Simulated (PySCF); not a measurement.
Ga(OH)2(PH2) (GaH₄O₂P), SMILES [OH][Ga]([OH])[PH2].

Geometry optimised at ωB97X-D3(BJ)/def2-SVP. The structure was generated by enumeration; whether it is a known compound was not checked. One conformer was computed; it need not be the lowest.

Computed with r2SCAN/def2-TZVP run with PySCF.

The molecule is in vacuum.

| Item | Result |
|---|---|
| total energy | -2419.10557 hartree |
| point group | Cs |
| highest occupied level | -6.94 eV |
| lowest empty level | -1.17 eV |
| orbital gap | 5.77 eV |
| dipole moment | 1.56 D |
| quadrupole, principal values (traceless, Buckingham form, about the centre of nuclear charge) | -10.06, -0.72, 10.78 D·Å |
| mean static polarisability | 60.8 bohr³ (9.01 Å³) |
| polarisability, principal values | 46.8, 58.2, 77.4 bohr³ |
